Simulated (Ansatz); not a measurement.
Reaction (formal exchange of groups at a B–Si bond): `C#C[SiH2]B(C)F` + `C=C(C)C(=O)O` → `C=C(C)B(C)F` + `C#C[SiH2]C(=O)O`

Program: Ansatz. Geometries: PBE0-D4/def2-TZVP. ΔE: electronic, gas phase. CCSD(T)/CBS is the MP2 limit (def2-TZVPP, def2-QZVPP) plus CCSD(T) − MP2 in def2-TZVPP, frozen cores. Functionals use def2-TZVPP. One conformer a species, not always the lowest.

`C#C[SiH2]B(C)F`:

```xyz
12

C    -0.077   -1.058    2.579
C     0.321   -0.220    1.807
Si    0.886    1.017    0.585
B     0.096    0.602   -1.256
C    -0.842   -0.599   -1.556
F     0.432    1.437   -2.238
H    -0.423   -1.794    3.268
H     2.374    0.992    0.542
H     0.463    2.367    1.052
H    -1.722   -0.553   -0.904
H    -0.342   -1.535   -1.282
H    -1.166   -0.655   -2.598
```

`C=C(C)C(=O)O`:

Z-matrix (Å, degrees):
```
C
C 1 1.494
H 1 1.093 2 111.1
H 1 1.093 2 111.1 3 118.5
H 1 1.090 2 110.5 3 -120.8
C 2 1.489 1 118.9 3 -59.3
C 2 1.330 1 124.2 3 120.8
O 6 1.203 2 125.9 1 179.9
O 6 1.347 2 112.1 1 -0.1
H 7 1.083 2 120.3 1 -180.0
H 7 1.084 2 121.2 1 -0.0
H 9 0.967 6 106.1 2 -180.0
```

`C=C(C)B(C)F`:

Cartesian coordinates in Å:
```
C 0.077 -1.895 0.793
C 0.164 -0.625 0.386
C 1.211 0.301 0.931
B -0.852 -0.108 -0.682
C -0.857 1.344 -1.258
F -1.770 -0.971 -1.131
H -0.682 -2.560 0.395
H 0.756 -2.313 1.532
H 0.758 1.173 1.411
H 1.851 0.688 0.132
H 1.849 -0.196 1.665
H -1.657 1.517 -1.979
H 0.101 1.564 -1.742
H -0.948 2.079 -0.451
```

`C#C[SiH2]C(=O)O`:

```xyz
10

C    -2.448   -0.754    0.751
C    -1.313   -0.812    0.350
Si    0.398   -0.895   -0.254
C     1.239    0.830   -0.322
O     2.376    0.944   -0.700
O     0.494    1.872    0.070
H    -3.452   -0.701    1.106
H     1.226   -1.723    0.651
H     0.435   -1.427   -1.634
H     1.046    2.666   -0.018
```

| level | ΔE (kJ/mol) |
| --- | --- |
| PBE-D4 | -22.1 |
| r2SCAN-D4 | -24.5 |
| PBE0-D4 | -20.6 |
| PBE | -22.0 |
| MP2/def2-TZVPP | -31.9 |
| HF/def2-QZVPP | -28.5 |
| SCS-MP2/def2-QZVPP | -33.1 |
| MP2/CBS(def2) | -33.1 |

What does CCSD(T)/CBS give? (Estimate.)

The calculation gave: -29.1 kJ/mol. The listed levels differ from it by 7.0, 4.6, 8.5, 7.1, -2.8, 0.6, -4.0, -4.0 kJ/mol.

Largest T1 diagnostic among the species: 0.016.
